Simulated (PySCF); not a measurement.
PySCF input file for B(H)3 cation (BH3), SMILES B (connectivity only; charge and spin as stated), charge +1, multiplicity 2, r2SCAN-D4/def2-TZVPD. 

```python
import numpy as np
from pyscf import gto, scf, dft
from pyscf.geomopt import geometric_solver

mol = gto.M(
    atom='''
    B     0.00000000    0.00000000   -0.06283104
    H    -0.00000000   -0.86628334    0.77147790
    H    -0.00000000    0.00000000   -1.22880058
    H    -0.00000000    0.86628334    0.77147790
    ''',
    basis='def2-TZVPD',
    charge=1,
    spin=1,
    max_memory=1600,
    verbose=3,
)
mf = dft.UKS(mol, xc='r2scan').density_fit(auxbasis='def2-universal-jkfit')
mf.disp = 'd4'
mf.grids.level = 4
mf.conv_tol = 1e-9
mf.max_cycle = 100
mf.kernel()
fine, coarse = mf.grids, dft.Grids(mol).set(level=1).build(with_non0tab=True)
for _ in range(3):  # follow internal instabilities
    mf.grids = coarse
    mo, _, stable, _ = mf.stability(return_status=True, nroots=4)
    mf.grids = fine
    if stable:
        break
    mf.kernel(mf.make_rdm1(mo, mf.mo_occ))
grad = mf.nuc_grad_method()
grad.grid_response = mol.nao <= 150
conv, mol_eq = geometric_solver.kernel(grad, convergence_set='GAU_TIGHT', maxsteps=100)
print(mol_eq.tostring(format='xyz'))
mf.reset(mol_eq)
mf.kernel()
```

Log of the run:

```

WARN: HOMO -0.344693165167627 >= LUMO -0.344693165167628

converged SCF energy = -26.1377088696128  <S^2> = 0.7572497  2S+1 = 2.0072366
<class 'pyscf.df.df_jk.DFUKS'> wavefunction is stable in the internal stability analysis
[banner and settings of the optimiser left out]
Geometry optimization cycle 1
Cartesian coordinates (Angstrom)
 Atom        New coordinates             dX        dY        dZ
   B   0.000000   0.000000  -0.062831    0.000000  0.000000  0.000000
   H   0.000000  -0.866283   0.771478    0.000000  0.000000 -0.000000
   H   0.000000   0.000000  -1.228801    0.000000  0.000000  0.000000
   H   0.000000   0.866283   0.771478    0.000000  0.000000 -0.000000

WARN: Mole.unit (angstrom) is changed to Bohr

converged SCF energy = -26.1377088696136  <S^2> = 0.75724977  2S+1 = 2.0072367
--------------- DFUKS_Scanner gradients ---------------
         x                y                z
0 B     0.0000000000     0.0000000000     0.0690883368
1 H     0.0000000000     0.0113073307    -0.0362216081
2 H    -0.0000000000    -0.0000000000     0.0033548794
3 H    -0.0000000000    -0.0113073307    -0.0362216081
----------------------------------------------
cycle 1: E = -26.1377088696  dE = -26.1377  norm(grad) = 0.0875453
Step    0 : Gradient = 4.377e-02/6.909e-02 (rms/max) Energy = -26.1377088696
Hessian Eigenvalues: 4.50000e-02 5.00000e-02 5.00000e-02 ... 2.44683e-01 2.44683e-01 2.73259e-01

Geometry optimization cycle 2
Cartesian coordinates (Angstrom)
 Atom        New coordinates             dX        dY        dZ
   B  -0.000000  -0.047272  -0.142297   -0.000000 -0.047272 -0.079466
   H  -0.000000  -0.797248   0.888389   -0.000000  0.069035  0.116911
   H  -0.000000   0.051128  -1.310627   -0.000000  0.051128 -0.081827
   H   0.000000   0.793392   0.815859    0.000000 -0.072892  0.044382
converged SCF energy = -26.1494953614424  <S^2> = 0.75698822  2S+1 = 2.0069761
--------------- DFUKS_Scanner gradients ---------------
         x                y                z
0 B    -0.0000000000     0.0027918454     0.0094855411
1 H    -0.0000000000    -0.0060754916    -0.0010615395
2 H     0.0000000000     0.0016899621     0.0005665923
3 H     0.0000000000     0.0015936842    -0.0089905939
----------------------------------------------
cycle 2: E = -26.1494953614  dE = -0.0117865  norm(grad) = 0.0149116
Step    1 : Displace = 1.044e-01/1.358e-01 (rms/max) Trust = 1.000e-01 (=) Grad = 7.456e-03/9.888e-03 (rms/max) E (change) = -26.1494953614 (-1.179e-02) Quality = 1.188
Hessian Eigenvalues: 4.50000e-02 5.00000e-02 5.00000e-02 ... 2.38663e-01 2.71883e-01 2.73997e-01

Geometry optimization cycle 3
Cartesian coordinates (Angstrom)
 Atom        New coordinates             dX        dY        dZ
   B  -0.000000  -0.062676  -0.167133   -0.000000 -0.015405 -0.024836
   H   0.000000  -0.736896   0.910068    0.000000  0.060352  0.021680
   H  -0.000000   0.054925  -1.335021   -0.000000  0.003797 -0.024394
   H   0.000000   0.744647   0.843410    0.000000 -0.048745  0.027550
converged SCF energy = -26.1506048272031  <S^2> = 0.75666216  2S+1 = 2.0066511
--------------- DFUKS_Scanner gradients ---------------
         x                y                z
0 B     0.0000000000    -0.0014248805    -0.0010874502
1 H    -0.0000000000    -0.0024198750     0.0027020764
2 H     0.0000000000     0.0019899421    -0.0001034888
3 H     0.0000000000     0.0018548134    -0.0015111374
----------------------------------------------
cycle 3: E = -26.1506048272  dE = -0.00110947  norm(grad) = 0.00510532
Step    2 : Displace = 4.664e-02/6.258e-02 (rms/max) Trust = 1.414e-01 (+) Grad = 2.553e-03/3.627e-03 (rms/max) E (change) = -26.1506048272 (-1.109e-03) Quality = 1.178
Hessian Eigenvalues: 4.50000e-02 5.00000e-02 5.00000e-02 ... 2.37373e-01 2.72413e-01 2.78797e-01

Geometry optimization cycle 4
Cartesian coordinates (Angstrom)
 Atom        New coordinates             dX        dY        dZ
   B  -0.000000  -0.056458  -0.170995   -0.000000  0.006218 -0.003862
   H   0.000000  -0.718808   0.903995    0.000000  0.018088 -0.006074
   H  -0.000000   0.043124  -1.340109   -0.000000 -0.011801 -0.005088
   H   0.000000   0.732141   0.858434    0.000000 -0.012506  0.015024
converged SCF energy = -26.1507792945705  <S^2> = 0.75651899  2S+1 = 2.0065084
--------------- DFUKS_Scanner gradients ---------------
         x                y                z
0 B     0.0000000000    -0.0028751314    -0.0011162447
1 H     0.0000000000    -0.0001466630     0.0007347713
2 H    -0.0000000000     0.0014055759    -0.0000735481
3 H     0.0000000000     0.0016162186     0.0004550215
----------------------------------------------
cycle 4: E = -26.1507792946  dE = -0.000174467  norm(grad) = 0.00385669
Step    3 : Displace = 1.549e-02/2.076e-02 (rms/max) Trust = 2.000e-01 (+) Grad = 1.928e-03/3.084e-03 (rms/max) E (change) = -26.1507792946 (-1.745e-04) Quality = 1.384
Hessian Eigenvalues: 4.50000e-02 4.99994e-02 5.00000e-02 ... 2.49328e-01 2.73213e-01 2.78527e-01

Geometry optimization cycle 5
Cartesian coordinates (Angstrom)
 Atom        New coordinates             dX        dY        dZ
   B  -0.000000  -0.042458  -0.171461   -0.000000  0.014000 -0.000466
   H   0.000000  -0.711163   0.894307   -0.000000  0.007645 -0.009687
   H  -0.000000   0.027738  -1.342095    0.000000 -0.015386 -0.001986
   H   0.000000   0.725883   0.870573   -0.000000 -0.006258  0.012139
converged SCF energy = -26.1508761960395  <S^2> = 0.75640239  2S+1 = 2.0063922
--------------- DFUKS_Scanner gradients ---------------
         x                y                z
0 B    -0.0000000000    -0.0032537572     0.0000846840
1 H     0.0000000000     0.0012306161    -0.0013201377
2 H     0.0000000000     0.0007350711     0.0000553883
3 H    -0.0000000000     0.0012880700     0.0011800654
----------------------------------------------
cycle 5: E = -26.150876196  dE = -9.69015e-05  norm(grad) = 0.00417688
Step    4 : Displace = 1.389e-02/1.458e-02 (rms/max) Trust = 2.828e-01 (+) Grad = 2.088e-03/3.255e-03 (rms/max) E (change) = -26.1508761960 (-9.690e-05) Quality = 1.391
Hessian Eigenvalues: 3.27693e-02 4.50000e-02 5.00000e-02 ... 2.39689e-01 2.73113e-01 3.43768e-01

Geometry optimization cycle 6
Cartesian coordinates (Angstrom)
 Atom        New coordinates             dX        dY        dZ
   B  -0.000000  -0.024733  -0.171264   -0.000000  0.017725  0.000197
   H   0.000000  -0.709561   0.886345    0.000000  0.001603 -0.007962
   H  -0.000000   0.013066  -1.343029   -0.000000 -0.014672 -0.000934
   H   0.000000   0.721228   0.879272    0.000000 -0.004655  0.008699
converged SCF energy = -26.1509478235565  <S^2> = 0.75631943  2S+1 = 2.0063095
--------------- DFUKS_Scanner gradients ---------------
         x                y                z
0 B     0.0000000000    -0.0026048934     0.0008625415
1 H    -0.0000000000     0.0015724291    -0.0021025902
2 H    -0.0000000000     0.0002154727     0.0001373515
3 H     0.0000000000     0.0008169915     0.0011026973
----------------------------------------------
cycle 6: E = -26.1509478236  dE = -7.16275e-05  norm(grad) = 0.00404618
Step    5 : Displace = 1.316e-02/1.784e-02 (rms/max) Trust = 3.000e-01 (+) Grad = 2.023e-03/2.744e-03 (rms/max) E (change) = -26.1509478236 (-7.163e-05) Quality = 1.467
Hessian Eigenvalues: 2.12108e-02 4.50000e-02 5.00000e-02 ... 2.30277e-01 2.73023e-01 3.27095e-01

Geometry optimization cycle 7
Cartesian coordinates (Angstrom)
 Atom        New coordinates             dX        dY        dZ
   B  -0.000000  -0.005066  -0.171269   -0.000000  0.019667 -0.000005
   H   0.000000  -0.711652   0.881239    0.000000 -0.002091 -0.005106
   H  -0.000000   0.000169  -1.343593    0.000000 -0.012897 -0.000564
   H   0.000000   0.716549   0.884947   -0.000000 -0.004679  0.005676
converged SCF energy = -26.1510011956779  <S^2> = 0.75627836  2S+1 = 2.0062685
--------------- DFUKS_Scanner gradients ---------------
         x                y                z
0 B     0.0000000000    -0.0010782034     0.0009727689
1 H     0.0000000000     0.0010631529    -0.0015343487
2 H     0.0000000000    -0.0001190282     0.0001255318
3 H    -0.0000000000     0.0001340788     0.0004360479
----------------------------------------------
cycle 7: E = -26.1510011957  dE = -5.33721e-05  norm(grad) = 0.00241482
Step    6 : Displace = 1.263e-02/1.968e-02 (rms/max) Trust = 3.000e-01 (=) Grad = 1.207e-03/1.867e-03 (rms/max) E (change) = -26.1510011957 (-5.337e-05) Quality = 1.272
Hessian Eigenvalues: 2.10964e-02 4.50000e-02 5.00000e-02 ... 2.15907e-01 2.72161e-01 2.77680e-01

Geometry optimization cycle 8
Cartesian coordinates (Angstrom)
 Atom        New coordinates             dX        dY        dZ
   B  -0.000000   0.000545  -0.171444   -0.000000  0.005611 -0.000175
   H   0.000000  -0.714780   0.882075    0.000000 -0.003128  0.000835
   H  -0.000000  -0.001686  -1.343981   -0.000000 -0.001855 -0.000388
   H   0.000000   0.715921   0.884675    0.000000 -0.000628 -0.000272
converged SCF energy = -26.1510139548587  <S^2> = 0.7562884  2S+1 = 2.0062785
--------------- DFUKS_Scanner gradients ---------------
         x                y                z
0 B    -0.0000000000    -0.0002084234     0.0005049242
1 H     0.0000000000     0.0003662083    -0.0005558474
2 H     0.0000000000    -0.0000866439     0.0000304940
3 H     0.0000000000    -0.0000711410     0.0000204291
----------------------------------------------
cycle 8: E = -26.1510139549  dE = -1.27592e-05  norm(grad) = 0.000869125
Step    7 : Displace = 3.385e-03/5.561e-03 (rms/max) Trust = 3.000e-01 (=) Grad = 4.346e-04/6.656e-04 (rms/max) E (change) = -26.1510139549 (-1.276e-05) Quality = 1.240
Hessian Eigenvalues: 2.35161e-02 4.50000e-02 5.00000e-02 ... 1.82353e-01 2.42904e-01 2.73344e-01

Geometry optimization cycle 9
Cartesian coordinates (Angstrom)
 Atom        New coordinates             dX        dY        dZ
   B  -0.000000   0.000315  -0.171627    0.000000 -0.000229 -0.000183
   H   0.000000  -0.716241   0.883506   -0.000000 -0.001461  0.001431
   H  -0.000000  -0.000539  -1.344243    0.000000  0.001147 -0.000261
   H   0.000000   0.716464   0.883689   -0.000000  0.000543 -0.000987
converged SCF energy = -26.1510155533878  <S^2> = 0.75629822  2S+1 = 2.0062883
--------------- DFUKS_Scanner gradients ---------------
         x                y                z
0 B    -0.0000000000     0.0000065650     0.0000961150
1 H     0.0000000000     0.0000325881    -0.0000621378
2 H    -0.0000000000    -0.0000125339    -0.0000010080
3 H     0.0000000000    -0.0000266193    -0.0000329692
----------------------------------------------
cycle 9: E = -26.1510155534  dE = -1.59853e-06  norm(grad) = 0.000127114
Step    8 : Displace = 1.308e-03/2.039e-03 (rms/max) Trust = 3.000e-01 (=) Grad = 6.356e-05/9.634e-05 (rms/max) E (change) = -26.1510155534 (-1.599e-06) Quality = 1.097
Hessian Eigenvalues: 2.32101e-02 4.50000e-02 5.00000e-02 ... 1.69739e-01 2.34656e-01 2.73396e-01

Geometry optimization cycle 10
Cartesian coordinates (Angstrom)
 Atom        New coordinates             dX        dY        dZ
   B  -0.000000  -0.000011  -0.171690    0.000000 -0.000326 -0.000062
   H   0.000000  -0.716328   0.883770   -0.000000 -0.000087  0.000264
   H  -0.000000  -0.000226  -1.344306    0.000000  0.000313 -0.000063
   H   0.000000   0.716565   0.883550   -0.000000  0.000100 -0.000138
converged SCF energy = -26.1510155826164  <S^2> = 0.75629946  2S+1 = 2.0062896
--------------- DFUKS_Scanner gradients ---------------
         x                y                z
0 B     0.0000000000     0.0000029180     0.0000087523
1 H     0.0000000000     0.0000003701    -0.0000022720
2 H    -0.0000000000     0.0000002108     0.0000004581
3 H     0.0000000000    -0.0000034988    -0.0000069384
----------------------------------------------
cycle 10: E = -26.1510155826  dE = -2.92286e-08  norm(grad) = 1.22904e-05
Step    9 : Displace = 2.819e-04/3.356e-04 (rms/max) Trust = 3.000e-01 (=) Grad = 6.145e-06/9.226e-06 (rms/max) E (change) = -26.1510155826 (-2.923e-08) Quality = 1.055
Hessian Eigenvalues: 2.29044e-02 4.50000e-02 5.00000e-02 ... 1.68653e-01 2.24111e-01 2.73451e-01

Geometry optimization cycle 11
Cartesian coordinates (Angstrom)
 Atom        New coordinates             dX        dY        dZ
   B  -0.000000  -0.000033  -0.171698    0.000000 -0.000022 -0.000008
   H   0.000000  -0.716318   0.883781   -0.000000  0.000010  0.000012
   H  -0.000000  -0.000219  -1.344315    0.000000  0.000007 -0.000009
   H   0.000000   0.716569   0.883556   -0.000000  0.000005  0.000006
converged SCF energy = -26.1510155828742  <S^2> = 0.75629951  2S+1 = 2.0062896
--------------- DFUKS_Scanner gradients ---------------
         x                y                z
0 B     0.0000000000     0.0000005796     0.0000018776
1 H    -0.0000000000     0.0000001465    -0.0000002032
2 H     0.0000000000     0.0000001957    -0.0000001555
3 H     0.0000000000    -0.0000009218    -0.0000015189
----------------------------------------------
cycle 11: E = -26.1510155829  dE = -2.5776e-10  norm(grad) = 2.6727e-06
Step   10 : Displace = 1.513e-05/2.241e-05 (rms/max) Trust = 3.000e-01 (=) Grad = 1.336e-06/1.965e-06 (rms/max) E (change) = -26.1510155829 (-2.578e-10) Quality = 1.274
Hessian Eigenvalues: 2.29044e-02 4.50000e-02 5.00000e-02 ... 1.68653e-01 2.24111e-01 2.73451e-01
Converged! =D

4
XYZ from PySCF
B          -0.00000000       -0.00003250       -0.17169778
H           0.00000000       -0.71631774        0.88378144
H          -0.00000000       -0.00021899       -1.34431529
H           0.00000000        0.71656923        0.88355581
converged SCF energy = -26.1510155828755  <S^2> = 0.75629949  2S+1 = 2.0062896
```

Self-consistency was reached.

Cost: about 110 core-seconds (a rough figure).
